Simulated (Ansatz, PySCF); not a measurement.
Molecule: SiF₂ (charge 0, singlet). SMILES: [Si](F)F
Geometry: optimised at B3LYP-D3(BJ)/def2-TZVP (Ansatz, an electronic-structure program).

Property: vertical ionisation energy (to the doublet state of charge +1; each state is the SCF solution reached for its spin; for the singlet the Hartree-Fock reference is unstable and T1 is 0.015), in eV. Valence correlation only, unless marked. UHF or UKS for open shells. Spin-orbit coupling is left out. No relativistic terms. Basis-set limits of correlation are two-point, X^-3; Hartree-Fock from the larger set. The bracket is a focal-point correction in the basis named.

```csv
level,program,vertical ionisation energy (eV)
HF/aug-cc-pV(T+d)Z,Ansatz,10.21
HF/aug-cc-pV(Q+d)Z,Ansatz,10.20
r2SCAN/def2-TZVPD,Ansatz,10.83
PBE0/def2-TZVPD,Ansatz,11.02
BHLYP/def2-TZVPD,Ansatz,11.14
wB97X-V/def2-TZVPD,Ansatz,11.12
B2PLYP/def2-TZVPD,Ansatz,11.04
MP2/aug-cc-pV(T+d)Z,Ansatz,10.93
"RI-MP2/CBS(aug-cc-pV(T+d)Z,aug-cc-pV(Q+d)Z)",Ansatz,11.03
SCS-MP2/aug-cc-pV(D+d)Z,Ansatz,10.94
SCS-MP2/aug-cc-pV(T+d)Z,Ansatz,11.03
CCSD/aug-cc-pV(T+d)Z,Ansatz,11.16
CCSD(T)/aug-cc-pV(D+d)Z,Ansatz,11.09
CCSD(T)/aug-cc-pV(T+d)Z,Ansatz,11.16
"RI-MP2/CBS(aug-cc-pV(T+d)Z,aug-cc-pV(Q+d)Z)+[CCSD(T)-MP2]/aug-cc-pV(T+d)Z",Ansatz,11.25
```

For comparison, minus the highest occupied orbital energy (PySCF): 7.78 eV at TPSSh/def2-TZVPD, 8.53 eV at PW6B95/def2-TZVPD, 7.12 eV at BLYP/def2-TZVPD.
